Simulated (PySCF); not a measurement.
Ga(Cl)2(OMe) (CH3Cl2GaO), SMILES C[O][Ga]([Cl])[Cl].

Geometry: PBE-D3(BJ)/def2-SVP. The structure was generated by enumeration; whether it is a known compound was not checked. Other conformers were not sampled.

Level of theory: PySCF with TDA-PBE/def2-SVPD.

Vertical excitations. The molecule is in vacuum. State labels are in the subgroup Cs.

| state | symmetry | energy (eV) | λ (nm) | f | main pairs |
|---|---|---|---|---|---|
| S1 | A" | 4.32 | 287 | 0.003 | HOMO→LUMO 100 % |
| S2 | A' | 4.94 | 251 | 0.020 | HOMO−1→LUMO 80 %, HOMO→LUMO+1 18 % |
| S3 | A' | 5.34 | 232 | 0.014 | HOMO−2→LUMO 98 % |
| S4 | A" | 5.46 | 227 | 0.000 | HOMO−3→LUMO 100 % |
| S5 | A' | 5.62 | 221 | 0.002 | HOMO−4→LUMO 95 % |
| S6 | A" | 5.76 | 215 | 0.000 | HOMO−1→LUMO+1 96 % |
| S7 | A' | 5.98 | 207 | 0.204 | HOMO→LUMO+1 70 %, HOMO−1→LUMO 15 % |
| S8 | A" | 6.00 | 207 | 0.042 | HOMO−5→LUMO 95 % |
| S9 | A" | 6.19 | 200 | 0.000 | HOMO−2→LUMO+1 100 % |
| S10 | A" | 6.51 | 191 | 0.001 | HOMO−4→LUMO+1 100 % |
| T1 | A" | 4.02 | 308 | 0 | HOMO→LUMO 99 % |
| T2 | A' | 4.48 | 277 | 0 | HOMO−1→LUMO 98 % |
| T3 | A' | 4.93 | 251 | 0 | HOMO→LUMO+1 97 % |
| T4 | A' | 5.00 | 248 | 0 | HOMO−2→LUMO 99 % |
Triplets are in the Tamm–Dancoff approximation.
